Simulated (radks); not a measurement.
Problem. Neutral promethium, 61 electrons, occupied as [Xe] 4f5 6s2. All-electron calculation, scalar-relativistic Kohn-Sham, PBEsol, spin-polarised, spherical densities, point nucleus; open shells are filled with parallel spins first (spin-orbit coupling, left out, can overturn this in heavy ions). Program: a radial shooting solver on a logarithmic mesh with Libxc functionals. Some entries of the table are withheld. Estimate them.

| orbital | occ. | eigenvalue (eV) | <r> (bohr) | <1/r> (bohr^-1) |
|---|---|---|---|---|
| 1s up | 1 | -45004.14 | 0.02318 | 67.41 |
| 1s down | 1 | -45004.14 | 0.02318 | 67.41 |
| 2s up | 1 | -7316.716 | 0.09898 | 15.59 |
| 2s down | 1 | -7316.689 | 0.09898 | 15.59 |
| 2p up | 3 | -6534.633 | 0.08712 | 14.66 |
| 2p down | 3 | -6534.615 | 0.08712 | 14.66 |
| 3s up | 1 | -1595.295 | 0.2607 | 5.691 |
| 3s down | 1 | -1593.837 | 0.2606 | 5.695 |
| 3p up | 3 | -1349.760 | 0.2590 | 5.371 |
| 3p down | 3 | -1348.310 | 0.2588 | 5.375 |
| 3d up | 5 | -1012.957 | 0.2364 | 5.098 |
| 3d down | 5 | -1011.833 | 0.2362 | 5.102 |
| 4s up | 1 | -317.9970 | 0.5932 | 2.387 |
| 4s down | 1 | -314.2850 | 0.5930 | 2.387 |
| 4p up | 3 | -237.4461 | 0.6282 | 2.197 |
| 4p down | 3 | -233.7215 | 0.6280 | 2.198 |
| 4d up | 5 | -123.7201 | 0.6888 | 1.924 |
| 4d down | 5 | -119.9867 | 0.6891 | 1.923 |
| 5s up | 1 | -42.6841 | 1.434 | 0.9238 |
| 5s down | 1 | -40.4062 | 1.453 | 0.9092 |
| 5p up | 3 | -23.2848 | 1.683 | 0.7770 |
| 5p down | 3 | -21.5619 | 1.717 | 0.7595 |
| 6s up | 1 | (1) | 4.312 | (2) |
| 6s down | 1 | (3) | 4.443 | (4) |
| 4f up | 5 | -3.1874 | 1.042 | 1.313 |
| 4f down | 0 | -0.0187 | 1.218 | 1.239 |

Solution. 
(1) 6s up eigenvalue (eV): -3.6410
(2) 6s up <1/r> (bohr^-1): 0.2904
(3) 6s down eigenvalue (eV): -3.4267
(4) 6s down <1/r> (bohr^-1): 0.2810
